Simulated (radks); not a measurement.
Neutral gadolinium inside a hard spherical wall (all orbitals vanish at R), configuration held at [Xe] 4f7 5d1 6s2 and not refilled when levels cross. All-electron calculation, scalar-relativistic Kohn-Sham, PBE, spin-unpolarised, spherical densities, finite nucleus; Fermi nuclear charge, rms radius 5.1569 fm. Program: a radial shooting solver on a logarithmic mesh with Libxc functionals. Eigenvalues in eV, with the zero of energy where the potential of the charges vanishes at infinity; a dash marks a level that is unbound or too diffuse for the functional's potential to be trusted. A positive occupied level is held by the wall or, in an anion where self-interaction has pushed it up, behind a barrier. The pressure on the wall is -dE/dV.

R (bohr)  E (hartree)  kinetic (hartree)    e(5p)   e(4f)   e(6s)   e(5d)  e(6p, empty)  e(7s, empty)  pressure (GPa)
free      -11270.2583          12100.111  -27.266  -8.699  -4.126  -2.534        -1.333             -               0
20        -11270.2583          12100.111  -27.266  -8.699  -4.126  -2.534        -1.333        -0.004        < 0.0001
15        -11270.2583          12100.111  -27.264  -8.697  -4.124  -2.532        -1.322         0.311        0.000151
10        -11270.2560          12100.132  -27.111  -8.542  -4.009  -2.400        -1.024         2.421          0.0535
7         -11270.2149          12100.366  -25.948  -7.347  -2.911  -1.360         0.905         9.822            2.01
5         -11269.9423          12101.477  -22.797  -3.964   1.862   1.950         8.148        30.838            30.9
4         -11269.2959          12103.895  -18.921   0.507  10.932   6.896        20.711        62.156             170
2         -11246.8288          12179.053   44.518  60.732  196.67  91.530        231.58        477.58           29400
1.5       -11192.8389          12339.690   168.24  138.44  507.20  239.28        558.88        1057.4          216000
